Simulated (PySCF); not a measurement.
Job file and geometry (Å, from GFN2-xTB) of an NMR shielding run on SMILES O(CBC)[BH2-][NH3+], C2H11B2NO, GIAO PBE0/pcSseg-1 NMR shielding, non-relativistic, gas phase in PySCF 2.14.0, density-fitted response routines; density fitting, a coarse starting grid and PySCF grid level 2 are the driver's defaults:

```
$ OMP_NUM_THREADS=1 python probes_run.py task.json out

{"job": {"kind": "nmr", "xc": "PBE0", "basis": "pcSseg-1"}, "charge": 0, "multiplicity": 1}
C      2.759033     0.146643     0.185486
B      1.263071     0.158804     0.671776
C      0.353964    -1.102859     0.426734
O     -0.989132    -1.070903     0.872477
B     -1.997250    -0.577279     0.033200
N     -2.010303     1.192679     0.312981
H      2.955932     0.983410    -0.484820
H      3.431124     0.289838     1.031440
H      3.058947    -0.765172    -0.324305
H      0.857029     1.116866     1.218625
H      0.375478    -1.363523    -0.647145
H      0.821521    -1.967794     0.926783
H     -1.809847    -0.631910    -1.148176
H     -3.073303    -0.887949     0.420950
H     -2.118029     1.301981     1.313165
H     -2.771766     1.631532    -0.187606
H     -1.113466     1.557667     0.017987
```

Q: What does the program print?

A: 
```
coarse grid: 13312 points
cycle   1  E = -262.0228920198  dE =  3.799e-01  |g| = 7.180e-01  |ddm| = 3.283e+00
cycle   2  E = -261.9041808234  dE =  1.187e-01  |g| = 1.084e+00  |ddm| = 2.112e+00
cycle   3  E = -262.1361389183  dE = -2.320e-01  |g| = 1.402e-01  |ddm| = 1.511e+00
cycle   4  E = -262.1397801321  dE = -3.641e-03  |g| = 4.156e-02  |ddm| = 1.212e-01
cycle   5  E = -262.1401746361  dE = -3.945e-04  |g| = 9.567e-03  |ddm| = 3.592e-02
cycle   6  E = -262.1401956540  dE = -2.102e-05  |g| = 2.799e-03  |ddm| = 9.015e-03
cycle   7  E = -262.1401972716  dE = -1.618e-06  |g| = 5.895e-04  |ddm| = 2.116e-03
final grid: 126128 points
cycle   8  E = -262.1792015800  dE = -5.124e-05  |g| = 9.951e-03  |ddm| = 2.672e-02
cycle   9  E = -262.1791891652  dE =  1.241e-05  |g| = 1.305e-02  |ddm| = 1.535e-02
cycle  10  E = -262.1792227262  dE = -3.356e-05  |g| = 1.601e-03  |ddm| = 9.122e-03
cycle  11  E = -262.1792232582  dE = -5.320e-07  |g| = 2.397e-04  |ddm| = 1.824e-03
cycle  12  E = -262.1792232690  dE = -1.080e-08  |g| = 7.680e-05  |ddm| = 2.390e-04
cycle  13  E = -262.1792232703  dE = -1.299e-09  |g| = 2.248e-05  |ddm| = 6.426e-05
cycle  14  E = -262.1792232704  dE = -9.965e-11  |g| = 6.148e-06  |ddm| = 1.924e-05
converged SCF energy = -262.1792232704

GIAO shielding tensors (ppm)
atom      isotropic    diamagn.    paramagn.     s11        s22        s33       span
  0 C      174.674     252.671     -77.996    147.378    182.820    193.824     46.446
  1 B        6.066     192.793    -186.727    -72.204    -22.920    113.323    185.528
  2 C      102.789     247.714    -144.925     67.075     90.308    150.983     83.908
  3 O      271.934     395.299    -123.365    209.132    267.066    339.603    130.471
  4 B       99.100     190.274     -91.174     86.301     97.449    113.550     27.250
  5 N      216.841     319.165    -102.324    199.134    213.020    238.369     39.235
  6 H       30.948      30.242       0.706     27.668     28.544     36.634      8.966
  7 H       30.915      28.289       2.626     27.191     28.471     37.082      9.891
  8 H       30.680      30.958      -0.278     27.425     30.248     34.367      6.943
  9 H       23.631      32.291      -8.660     15.447     26.233     29.213     13.766
 10 H       27.434      31.106      -3.672     23.754     26.144     32.403      8.649
 11 H       26.787      29.410      -2.623     21.681     26.251     32.430     10.750
 12 H       28.497      31.742      -3.244     25.173     29.234     31.085      5.911
 13 H       28.268      30.673      -2.405     24.736     28.820     31.248      6.512
 14 H       29.532      30.854      -1.322     24.981     25.949     37.667     12.686
 15 H       29.885      29.594       0.290     24.567     25.040     40.047     15.480
 16 H       28.993      33.842      -4.849     23.276     26.563     37.141     13.865
```

Size and cost of the density-fitted run: 157 basis functions, 14 s wall time on 1 thread of an Intel Xeon 6975P-C, shared host; peak memory 0.73 GiB.
